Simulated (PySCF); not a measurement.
# Rh²⁺ (rhodium, charge +2) across methods

[Kr] 4d6 5p1, one real determinant (an excited configuration). All numbers are calculated (PySCF 2.14, a scalar-relativistic core potential, in aug-cc-pVDZ-PP with ECP28MDF (5s5p4d2f, 54 functions)).

```tsv
method	E (hartree)	mean ε 4d α (eV)	mean ε 4d β (eV)	mean ε 5p α (eV)	Σ⟨r²⟩ (bohr²)	⟨S²⟩
PBE0	-108.7672	-33.861	-30.703	-17.380	34.07	8.751
PBE	-108.7716	-31.686	-28.821	-16.729	34.06	8.750
r2SCAN0	-108.7840	-34.286	-30.718	-17.470	33.99	8.751
r2SCAN	-108.8119	-32.261	-28.837	-16.852	33.94	8.751
LDA	-108.5165	-31.771	-28.739	-16.881	34.10	8.750
wB97M-V	-108.6960	-36.238	-33.276	-19.141	34.14	8.751
UHF	-108.17384	-39.530	-35.202	-18.872	34.50	8.752
BP86	-108.8442	-31.742	-29.041	-16.867	33.99	8.750
M06-2X	-108.6640	-35.861	-32.918	-18.190	34.11	8.751
```

⟨L²⟩ = 8.01 against 12 for a pure F term, so this real determinant mixes terms. Energies and moments cover only the electrons outside the core potential.
